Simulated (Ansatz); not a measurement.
Geometry optimisation, Ansatz, UHF/6-31G*.

input.yaml

```yaml
crystal:
  periodic: [false, false, false]
  atoms:
    - { symbol: Al, position_ang: [1.220131, -2.121402, -0.963425] }
    - { symbol: S, position_ang: [2.012383, -0.369468, -2.131699] }
    - { symbol: H, position_ang: [0.093382, -2.95469, -1.686232] }
    - { symbol: H, position_ang: [1.954281, -2.513815, 0.376653] }
    - { symbol: H, position_ang: [0.189955, 0.761965, -0.541956] }
    - { symbol: "N", position_ang: [-0.400931, 0.391297, 0.188246] }
    - { symbol: C, position_ang: [-1.792855, 0.619557, -0.153959] }
    - { symbol: C, position_ang: [-0.020182, 0.945829, 1.475294] }
    - { symbol: H, position_ang: [2.982219, 0.000356, -1.291045] }
    - { symbol: H, position_ang: [-2.43, 0.08971, 0.544978] }
    - { symbol: H, position_ang: [-2.070272, 1.675122, -0.134636] }
    - { symbol: H, position_ang: [-1.988758, 0.235894, -1.149117] }
    - { symbol: H, position_ang: [1.038043, 0.782626, 1.648952] }
    - { symbol: H, position_ang: [-0.218734, 2.016753, 1.556678] }
    - { symbol: H, position_ang: [-0.568661, 0.440265, 2.261268] }
magnetization:
  spin_polarized: true
basis:
  gaussian: { orbitals: "6-31G*" }
hamiltonian:
  xc: hf
relax:
  f_tol: 0.03
  max_steps: 50
```

Launched with:

```bash
$ ansatz run input.yaml --threads 2 --pin off --max-ram 3072MiB --backend cpu --events-out ev --progress --plain --runs-dir out
```

Where does it end, and by what steps?

It converged. The force dipped under the threshold on the way, but the program's further checks kept it going. After 29 steps the energy has fallen by 1.017 eV; H3 moved furthest, 1.47 Å. Joined: Al1–N6 (3.20 → 2.08 Å).

```tsv
step	energy less start (eV)	largest force component (eV/Å)	accepted
0	0.0000	0.700	yes
2	-0.2987	0.415	yes
4	-0.7718	0.541	yes
6	-0.9428	0.329	yes
8	-0.9492	0.343	no
10	-0.9726	0.044	yes
12	-0.9730	0.011	yes
14	-0.9746	0.086	yes
16	-0.9785	0.126	yes
18	-0.9860	0.063	yes
20	-0.9953	0.269	yes
22	-1.0052	0.248	yes
24	-1.0107	0.147	yes
26	-1.0149	0.109	yes
28	-1.0169	0.017	yes
29	-1.0171	0.026	yes
```

```xyz
15
Properties=species:S:1:pos:R:3
Al 0.645 -1.270 -0.874
S 2.660 -0.480 -1.517
H -0.295 -1.602 -2.118
H 0.652 -2.185 0.433
H -0.231 1.092 -0.889
N -0.328 0.418 -0.148
C -1.764 0.158 0.053
C 0.303 0.980 1.058
H 3.330 -0.701 -0.389
H -1.880 -0.612 0.804
H -2.280 1.054 0.384
H -2.200 -0.188 -0.873
H 1.333 1.222 0.842
H -0.217 1.874 1.386
H 0.272 0.240 1.847
```

Whether the end is a true minimum wasn't checked by a vibrational analysis.

Run time: 38 s on 2 threads of AMD EPYC 9R45 96-Core Processor (Zen 5), with other jobs on the host, peak memory 0.3 GiB.
